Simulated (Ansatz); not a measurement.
Abridged output of a molecular run in Ansatz:

```
Functional definition: HF
  name "HF"
  cite "Fock, Z. Phys. 61, 126 (1930) doi:10.1007/BF01340294"
  parent pbe
  exchange = exact_x
  correlation = 0
1665 factors; integrals over basis functions are off by at most 7.8e-4 eV
mean field evaluation 1: about -35076.6942 eV, gradient 5.3e1 eV
mean field evaluation 2: about -35077.0312 eV, gradient 5.4e1 eV
mean field evaluation 4: about -35082.2432 eV, gradient 3.4e0 eV
mean field evaluation 8: about -35082.3208 eV, gradient 3.0e-1 eV
mean field -35082.32110345 eV, -1289.2515209003 hartree, gradient 6.8e-6 eV, S^2 0.000000; 0 other end points of the search recorded, 0 dependent functions left out
18 core orbitals not correlated: weight in the atoms' cores, before any rotation towards them, 1.000 or more for the frozen orbitals, at most 0.000 for the correlated occupied ones
reference -35082.32110345 eV, -1289.2515209003 hartree; 19, 19 occupied and 238, 238 virtual orbitals, 1665 factors
second order -31.25013108 eV of doubles, -0.00000000 eV of singles
cycle   1  -31.56274509 eV  change   -3.1e-1 eV  update   1.1e-1
cycle   2  -32.23489498 eV  change   -6.7e-1 eV  update   3.2e-2
cycle   3  -32.38725144 eV  change   -1.5e-1 eV  update   1.7e-2
cycle   4  -32.36789147 eV  change    1.9e-2 eV  update   3.7e-3
cycle   5  -32.36543776 eV  change    2.5e-3 eV  update   1.7e-3
cycle   6  -32.36654581 eV  change   -1.1e-3 eV  update   4.9e-4
cycle   7  -32.36629594 eV  change    2.5e-4 eV  update   1.8e-4
cycle   8  -32.36619843 eV  change    9.8e-5 eV  update   5.5e-5
cycle   9  -32.36621779 eV  change   -1.9e-5 eV  update   2.3e-5
perturbative correction -1.14316274 eV, -0.0420104560 hartree
Total energy: -35115.83048398 eV, -1290.4829679213 hartree
```

Its atoms:

Z-matrix (Å, degrees):
```
Si
O 1 1.632
F 1 1.598 2 108.0
O 1 1.622 2 108.2 3 -120.3
Si 1 2.334 2 113.2 3 119.1
H 2 0.959 1 118.5 3 -49.2
H 4 0.960 1 119.2 2 38.4
Cl 5 2.070 1 105.7 2 -50.5
H 5 1.483 1 112.0 2 66.6
H 5 1.483 1 113.4 2 -168.6
```

Question: Which basis set was used?
A. cc-pV(Q+d)Z
B. def2-SVP
C. def2-TZVPPD
D. def2-TZVPP

Answer: D. It gives 275 functions.

Question: Write the keys of the input that set method, charge and spin (a neutral closed shell needs none for the last two).

Answer: 
```yaml
correlation: {method: ccsd_t}
```
